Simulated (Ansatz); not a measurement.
Consider the substitution at a C–S bond: `CCSC(C)(C)C` + `C[NH][Hf]([F])([F])[F]` → `CC[N](C)[Hf]([F])([F])[F]` + `CC(C)(C)S`.

Isolated molecules relaxed with PBE0-D4/def2-TZVP in Ansatz; ΔE leaves out vibrations. CBS: MP2 limit from def2 TZ/QZ plus the TZ coupled-cluster correction, frozen cores. Functionals use def2-TZVPP. B3LYP here is the variant with VWN-RPA as its local correlation; programs differ in this. def2 core potentials past Kr. For Hf outer-core shells are correlated without core-valence functions, which leaves a few kJ/mol of doubt a bond. Each species was taken in one conformer, which may not be the lowest.

```csv
level,ΔE (kJ/mol),difference from CCSD(T)/CBS
B3LYP-D4,12.9,-0.8
r2SCAN0-D4,13.6,-0.1
BHLYP-D4,12.2,-1.5
ωB97X-V,12.3,-1.4
ωB97M-V,13.7,0.0
B2PLYP,11.9,-1.8
PBE,13.8,0.1
r2SCAN,12.5,-1.2
PBE0,14.0,0.3
r2SCAN0,13.2,-0.5
BHLYP,12.2,-1.5
CAM-B3LYP,11.0,-2.7
CCSD(T)/def2-SVP,-7.8,-21.5
HF/def2-TZVPP,12.0,-1.7
SCS-MP2/def2-TZVPP,9.8,-3.9
SCS-MP2/def2-QZVPP,13.3,-0.4
CCSD(T)/CBS,13.7,0
```

Largest T1 diagnostic among the species: 0.015.

At CCSD(T), def2-SVP lies −21.5 kJ/mol from the extrapolated value and def2-TZVPP −5.9 kJ/mol. Leaving LDA and LC-ωPBE aside and taking each functional with its dispersion term where it has one, the values, not all of them listed here, spread over 4.0 kJ/mol, from CAM-B3LYP-D4 to revPBE-D4. LDA lies −6.5 kJ/mol from PBE without D4.

CCSD(T)/CBS has its own doubt, a few kJ/mol and more with outer-core shells, so smaller differences from it don't rank the levels.
